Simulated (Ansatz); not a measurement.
Geometry optimisation, RKS PBE/def2-SVP in Ansatz 0.2.0.

Input file:

```yaml
crystal:
  periodic: [false, false, false]
  atoms:
    - { symbol: Zr, position_ang: [0.219257, -0.154585, -0.102817] }
    - { symbol: F, position_ang: [0.340964, -0.25539, 1.859006] }
    - { symbol: "N", position_ang: [2.069013, 0.053447, -0.952026] }
    - { symbol: H, position_ang: [2.898463, -0.448165, -0.599485] }
    - { symbol: H, position_ang: [2.384801, 0.739999, -1.647804] }
    - { symbol: "N", position_ang: [-0.907715, 1.460067, -0.682286] }
    - { symbol: H, position_ang: [-1.65114, 1.510317, -1.388803] }
    - { symbol: H, position_ang: [-0.869743, 2.371815, -0.206681] }
    - { symbol: "N", position_ang: [-0.613341, -1.819197, -0.952511] }
    - { symbol: H, position_ang: [-1.41706, -2.335557, -0.56225] }
    - { symbol: H, position_ang: [-0.223107, -2.374958, -1.72238] }
    - { symbol: Si, position_ang: [-3.173712, 0.255702, 1.584231] }
    - { symbol: H, position_ang: [-3.46699, -0.475197, 0.300522] }
    - { symbol: H, position_ang: [-4.098267, -0.275966, 2.650692] }
    - { symbol: H, position_ang: [-3.449267, 1.721486, 1.397407] }
    - { symbol: H, position_ang: [-1.767155, 0.026183, 1.973988] }
basis:
  gaussian: { orbitals: def2-SVP }
hamiltonian:
  xc: pbe
relax:
  f_tol: 0.03
  max_steps: 50
```

Launched with:

```bash
$ ansatz run input.yaml --threads 4 --pin off --max-ram 5120MiB --backend cpu --events-out ev --progress --plain --runs-dir out
```

Problem. Where does it end, and by what steps?

Solution. The run converged. The force dipped under the threshold on the way, but the program's further checks kept it going. After 9 steps the energy has fallen by 0.100 eV; H14 moved furthest, 0.69 Å.

```csv
step,energy less start (eV),largest force component (eV/Å),accepted
0,0.0000,0.550,yes
1,-0.0664,0.175,yes
2,-0.0770,0.211,yes
3,-0.0840,0.234,yes
4,-0.0931,0.202,yes
5,-0.0969,0.061,yes
6,-0.0982,0.024,yes
7,-0.0988,0.022,yes
8,-0.0992,0.022,yes
9,-0.0996,0.026,yes
```

```xyz
16
Properties=species:S:1:pos:R:3
Zr 0.428 -0.268 -0.112
F 0.766 -0.504 1.787
N 2.145 0.142 -1.150
H 3.064 -0.271 -0.947
H 2.282 0.877 -1.852
N -0.872 1.286 -0.463
H -1.674 1.298 -1.103
H -0.862 2.179 0.046
N -0.401 -1.936 -0.964
H -1.098 -2.535 -0.502
H -0.118 -2.398 -1.836
Si -3.464 0.429 1.604
H -3.609 -0.349 0.326
H -4.643 0.114 2.487
H -3.464 1.904 1.315
H -2.203 0.031 2.315
```

Whether the end is a true minimum wasn't checked by a vibrational analysis.

Time of the run: 25 s on 4 threads of Arm Neoverse V2 (shared host), peak memory 0.23 GiB.
